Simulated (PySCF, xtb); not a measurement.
C3H6FNSi, SMILES F[C@@H]1CN=C1[SiH3].

Harmonic wavenumbers (cm⁻¹) from xtb 6.7.1 with GFN2-xTB at its own minimum, in rising order: 63, 124, 165, 231, 366, 479, 493, 536, 613, 759, 763, 774, 780, 946, 996, 1038, 1069, 1082, 1144, 1188, 1231, 1288, 1433, 1632, 2255, 2281, 2329, 2927, 2991, 3012.

Q: What does PBE0-D3(BJ)/def2-SVP (PySCF) give at its own minimum? (An estimate is asked for; the answer gives what the named calculation found.)

A: 68, 135, 178, 242, 381, 480, 522, 631, 699, 794, 900, 930, 942, 953, 988, 1074, 1109, 1135, 1215, 1255, 1287, 1390, 1452, 1657, 2237, 2244, 2267, 3076, 3082, 3154. Paired by order, the mean absolute difference is 58 cm⁻¹ and the zero-point energies are 50.0 and 52.1 kcal/mol.
